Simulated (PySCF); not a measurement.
H3O3P, SMILES OP(O)O. Coordinates come from a PBE-D3(BJ)/def2-SVP optimisation. The values are those of a single conformer.

Method: PBE-D3(BJ)/def2-SVP (PySCF).

Harmonic wavenumbers (cm⁻¹): 135, 135, 289, 356, 356, 439, 801, 810, 810, 948, 948, 1011, 3711, 3711, 3711. Rotational constants (GHz): 7.186, 7.186, 4.408; symmetry number 3.

**Question.** Work out the zero-point energy and the ideal-gas rigid-rotor harmonic-oscillator thermochemistry at 298.15 K and 1 atm.

**Answer.** ZPE = ½ Σ hcν = ½ × 18171 cm⁻¹ = 25.98 kcal/mol. H − E(el) = 30.30 kcal/mol. Entropy in cal/(mol K): translation 39.13, rotation 22.58, vibration 11.26, total 72.96. G − E(el) = 8.55 kcal/mol. Cp = 21.15 cal/(mol K). Modes under 150 cm⁻¹ make the vibrational entropy uncertain.
